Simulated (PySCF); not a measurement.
The multiplicity is imposed and other spin states were not computed.

Cartesian coordinates (Å):
```xyz
6

Zr    -0.2006    -0.1160    -0.0822
F     -0.4648     1.7440     0.3037
F      0.4449    -0.2983    -1.8782
F     -1.8738    -1.0382     0.0883
O      1.0751    -0.8601     1.1343
H      1.7290    -1.2346     1.7379
```
Charge 0, multiplicity 1.

Q: What total energy, LUMO, HOMO–LUMO gap, HOMO and charge on the central atom (Mulliken) does PBE-D3(BJ)/def2-TZVP // TPSS-D3(BJ)/def2-SVP (PySCF) give?

A: 
```
Property                                     Result
-------------------------------------  ------------
total energy                           -422.5726 Ha
LUMO                                       -1.72 eV
HOMO–LUMO gap                               6.76 eV
HOMO                                       -8.48 eV
charge on the central atom (Mulliken)        1.63 e
```
